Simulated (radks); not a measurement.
Results of a calculation; reference values are marked as such.
The mean radii <r> (bohr) of the occupied orbitals of an atom or ion are listed with their occupations. Code: a radial shooting solver on a logarithmic mesh with Libxc functionals. Model: Dirac Kohn-Sham, PBE, spin-unpolarised, spherical densities, point nucleus.

orbital      occ.      <r>
1s1/2           2  0.02842
2s1/2           2   0.1221
2p1/2           2   0.1031
2p3/2           4   0.1086
3s1/2           2   0.3269
3p1/2           2   0.3169
3p3/2           4   0.3277
3d3/2           4   0.2971
3d5/2           6   0.3005
4s1/2           2   0.7041
4p1/2    0.666667   0.7161
4p3/2     1.33333   0.7329

Name the element and its charge. Open shells, if any, are shared by 2j + 1.

Answer. Z = 51, antimony, charge +19: Sb19+ in [Ar] 3d10 4s2 4p2. The 1s radius gives Z: for a bare nucleus <r> = (2 gamma + 1)/(2Z) with gamma = sqrt(1 - (Z/c)^2), 0.028 bohr for Z = 51, and screening makes it slightly larger (0.02842 here). The occupations add up to 32, and the charge is Z minus that.
